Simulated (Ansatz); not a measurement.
C3H7FSi can be A, `FC[SiH]1CC1`, or B, `FC/C=C/[SiH3]`.

Calculated with Ansatz (gas phase, PBE0-D4/def2-TZVP geometries, no zero-point term in ΔE). CBS: MP2 limit from def2 TZ/QZ plus the TZ coupled-cluster correction, frozen cores. DFT in def2-TZVPP. One conformer a species, not always the lowest.

Which isomer does CCSD(T)/CBS put lower? Give the gap. (Estimate.)

Ansatz gave: B, by 37.3 kJ/mol.

Give E(B) − E(A) in kJ/mol with MP2/def2-TZVPP, ωB97M-V, PBE0-D4, B2PLYP, CCSD/def2-TZVPP, HF/def2-TZVPP, PBE-D4. (Estimate.)

The calculation gave: MP2/def2-TZVPP -30.8, ωB97M-V -29.3, PBE0-D4 -21.3, B2PLYP -41.0, CCSD/def2-TZVPP -42.7, HF/def2-TZVPP -73.9, PBE-D4 -20.3. None reverses the order clearly.

Largest T1 diagnostic: 0.011.

In def2-TZVPP, CCSD(T) changes the Hartree–Fock value by +33.4 kJ/mol (the triples alone add +2.1 kJ/mol) and MP2 by +43.1 kJ/mol.
